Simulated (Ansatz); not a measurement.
`NC1(F)C=C[SiH2]1` → `CC[Si]1(F)C=N1`  (isomerisation)

Gas-phase electronic energies from Ansatz, PBE0-D4/def2-TZVP geometries. CCSD(T)/CBS adds triple-zeta CCSD(T) − MP2 to the extrapolated MP2 energy (def2 sets, frozen cores). Functionals use def2-TZVPP. Each species was taken in one conformer, which may not be the lowest.

`NC1(F)C=C[SiH2]1`:

```xyz
12

N     1.613   -0.339   -0.646
C     0.618    0.070    0.256
F     1.173    0.529    1.477
C    -0.425   -0.985    0.549
C    -1.614   -0.512    0.150
Si   -0.876    1.107   -0.378
H     2.185   -1.091   -0.277
H     2.209    0.422   -0.940
H    -0.197   -1.950    1.005
H    -2.561   -1.033    0.194
H    -1.217    2.306    0.431
H    -0.909    1.475   -1.820
```

`CC[Si]1(F)C=N1`:

```xyz
12

C    -0.456   -0.355    1.478
C     0.369    0.707    0.757
Si    0.501    0.413   -1.064
F     1.401    1.551   -1.721
C    -0.492   -0.634   -2.067
N     0.623   -1.203   -1.742
H    -0.036   -1.352    1.333
H    -0.490   -0.158    2.551
H    -1.484   -0.377    1.112
H     1.391    0.745    1.151
H    -0.047    1.707    0.914
H    -1.281   -1.044   -2.702
```

(1) Is it downhill or uphill in electronic energy at CCSD(T)/CBS, and by how much? (Best estimate.)

(2) What do these levels give: LDA (SPW92), BHLYP-D4, B2PLYP, revPBE, BLYP, r2SCAN, PBE0, r2SCANh, MP2/def2-SVP, HF/def2-QZVPP, MP2/def2-QZVPP, CCSD/CBS(def2)? (Estimate.)

Largest T1 diagnostic among the species: 0.012.

Results:

(1) Computed: Downhill: ΔE = -199.9 kJ/mol.

(2) Computed: LDA (SPW92) -158.1, BHLYP-D4 -195.9, B2PLYP -202.0, revPBE -188.2, BLYP -194.4, r2SCAN -198.1, PBE0 -184.9, r2SCANh -198.2, MP2/def2-SVP -178.9, HF/def2-QZVPP -205.6, MP2/def2-QZVPP -210.8, CCSD/CBS(def2) -201.2 kJ/mol.

At CCSD(T), def2-SVP lies +33.5 kJ/mol from the extrapolated value and def2-TZVPP −0.0 kJ/mol. From PBE to PBE0 (25 % exact exchange), in def2-TZVPP and without D4, ΔE moves by −3.6 kJ/mol.
